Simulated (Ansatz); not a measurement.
A search over several starts for the lowest SCF solution of the cluster Sn₃F₄⁺ at the given spin, in a small basis.

```yaml
crystal:
  periodic: [false, false, false]
  atoms:
    - {symbol: Sn, position_ang: [-0.744690, 2.395250, 0.947927]}
    - {symbol: Sn, position_ang: [-1.281759, -1.599322, -0.028236]}
    - {symbol: Sn, position_ang: [1.883309, -0.335330, -0.735466]}
    - {symbol: F, position_ang: [0.722792, -1.408609, 0.717670]}
    - {symbol: F, position_ang: [1.010845, 1.356748, 0.048624]}
    - {symbol: F, position_ang: [-0.051804, -0.747702, -1.568233]}
    - {symbol: F, position_ang: [-1.538704, 0.338954, 0.617714]}
basis:
  gaussian: {orbitals: def2-SVP, initial_orbitals: start.molden}
total_charge: 1
magnetization: {spin_polarized: true, initial_magnetization: 1}
hamiltonian: {xc: pbe, dispersion: d4}
output: {orbitals: {seedname: orbitals}}
```

The file start.molden holds the orbitals of an earlier run on this structure, at another level or in another basis.

```sh
$ ansatz run in.yaml --threads 4 --pin off --events-out ev --progress --plain --max-ram 8704MiB
```

It prints (some lines left out):

```
Functional definition: PBE
1465 factors; their error is unknown
mean field evaluation 1: about -28330.4533 eV, gradient 3.6e1 eV
mean field evaluation 2: about -28339.0294 eV, gradient 1.0e1 eV
mean field evaluation 4: about -28343.2311 eV, gradient 2.2e0 eV
mean field evaluation 8: about -28343.2845 eV, gradient 2.9e-4 eV
mean field evaluation 16: about -28327.9302 eV, gradient 5.7e1 eV
mean field evaluation 32: about -28343.2845 eV, gradient 3.9e-5 eV
mean field -28343.28453798 eV, -1041.5964950026 hartree, gradient 1.5e-5 eV, S^2 0.751828; 7 other end points of the search recorded, 0 dependent functions left out
reference -28343.28458185 eV, -1041.5964966148 hartree; 51, 50 occupied and 83, 84 virtual orbitals, 1465 factors
Total energy: -28343.60429403 eV, -1041.6082458207 hartree
```

Hardware: 4 threads of Arm Neoverse V1 on a shared host. Wall time 9 s.

In the def2 sets Sn takes a core potential; there is no spin–orbit coupling. The structure comes from a short search, and lower isomers may exist.
